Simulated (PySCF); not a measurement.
Compound: C3H7ClO2Si.
Bonds: Cl1–C2, C2–Si3, Si3–O4, O4–C5, C5–C6, C6–O7, Si3–O7. Hydrogens: H8, H9 on C2; H10 on Si3; H11, H12 on C5; H13, H14 on C6.

All values: PBE0/pcSseg-1 and CAM-B3LYP/def2-SVPD (PySCF, non-relativistic), on one gas-phase PBE0-D3(BJ)/def2-SVP geometry that isn't relaxed in the solvent. The solvent is an IEF-PCM continuum (Bondi radii, 1.10 Å for H, scaled by 1.2). Specific hydrogen bonds and non-electrostatic terms are outside this model.

Gas phase at PBE0/pcSseg-1: HOMO -8.00 eV, LUMO 0.13 eV, dipole 2.66 D.

**Question.** What does the continuum do to the energy, the frontier levels and the dipole at PBE0/pcSseg-1 in benzene and acetonitrile?

**Answer.** 
```tsv
solvent	ε	E(solvent) − E(gas) (kcal/mol)	polarisation term (kcal/mol)	distortion of the solute (kcal/mol)	HOMO (eV)	LUMO (eV)	dipole (D)
benzene	2.271	-2.79	-2.96	0.17	-7.99	0.17	3.01
acetonitrile	35.69	-6.23	-7.09	0.86	-8.00	0.19	3.44
```

The first energy column is the sum of the next two and covers electrostatics alone. From benzene to acetonitrile the lowering changes by a factor 2.23, Onsager's factor (ε − 1)/(2ε + 1) by 2.09 and ε itself by 15.7.

**Question.** Which radius a makes the point-dipole formula ΔE = −[(ε − 1)/(2ε + 1)]·μ²/a³ give the value in acetonitrile, with the gas-phase dipole?

**Answer.** μ = 1.048 au and |ΔE| = 0.00993 Eh give a = 1.99 Å; the farthest nucleus lies 3.52 Å from the centroid of the nuclei, so such a sphere wouldn't even hold the nuclei. The formula assumes a rigid point dipole at the centre of a sphere.

**Question.** Which Mulliken charges (PBE0/pcSseg-1) respond most in acetonitrile (means over atoms taken as equivalent)?

**Answer.** 
```csv
atoms,environment,gas (e),solvent (e),change
Cl1,alkyl chlorine,-0.158,-0.199,-0.041
O4/O7,silyl ether oxygen,-0.627,-0.655,-0.028
H8/H9,methylene hydrogen,+0.187,+0.210,+0.023
H11/H13,methylene hydrogen,+0.121,+0.137,+0.016
H12/H14,methylene hydrogen,+0.124,+0.137,+0.013
C5/C6,sp3 carbon bound to oxygen,+0.030,+0.025,-0.005
C2,sp3 C–Cl carbon,-0.520,-0.516,+0.004
H10,Si–H hydrogen,-0.102,-0.099,+0.003
```

**Question.** Which Mayer bond orders change most in acetonitrile?

**Answer.** 
| bond | length (Å) | gas | solvent | change |
| --- | --- | --- | --- | --- |
| Cl1–C2 | 1.793 | 0.957 | 0.926 | -0.031 |
| C6–O7 | 1.415 | 0.891 | 0.872 | -0.019 |
| O4–C5 | 1.416 | 0.890 | 0.872 | -0.018 |
| C5–C6 | 1.535 | 1.035 | 1.042 | +0.007 |
| C2–Si3 | 1.875 | 0.849 | 0.856 | +0.007 |
| C2–H8 | 1.100 | 0.930 | 0.923 | -0.007 |
| C2–H9 | 1.099 | 0.929 | 0.922 | -0.007 |
| O7–Si3 | 1.674 | 0.972 | 0.968 | -0.004 |

Gas phase at CAM-B3LYP/def2-SVPD: HOMO -9.42 eV, LUMO 0.80 eV, dipole 2.46 D.

**Question.** What does the continuum do to the energy, the frontier levels and the dipole at CAM-B3LYP/def2-SVPD in acetonitrile?

**Answer.** 
| solvent | ε | E(solvent) − E(gas) (kcal/mol) | polarisation term (kcal/mol) | distortion of the solute (kcal/mol) | HOMO (eV) | LUMO (eV) | dipole (D) |
| --- | --- | --- | --- | --- | --- | --- | --- |
| acetonitrile | 35.69 | -6.01 | -7.02 | 1.01 | -9.40 | 0.87 | 3.31 |

**Question.** How does the static polarisability (CAM-B3LYP/def2-SVPD, frozen core, with the continuum's full static response) change?

**Answer.** 
```csv
medium,isotropic (au),principal values (au),⟨r²⟩ of the electrons (bohr²)
gas,77.8,"68.6, 70.3, 94.4",1277.7
acetonitrile,101.8,"93.3, 94.9, 117.2",1277.3
```

The isotropic value in acetonitrile is 1.31 times the gas-phase one; no cavity-field correction is applied. ⟨r²⟩ is taken about the centre of nuclear charge.
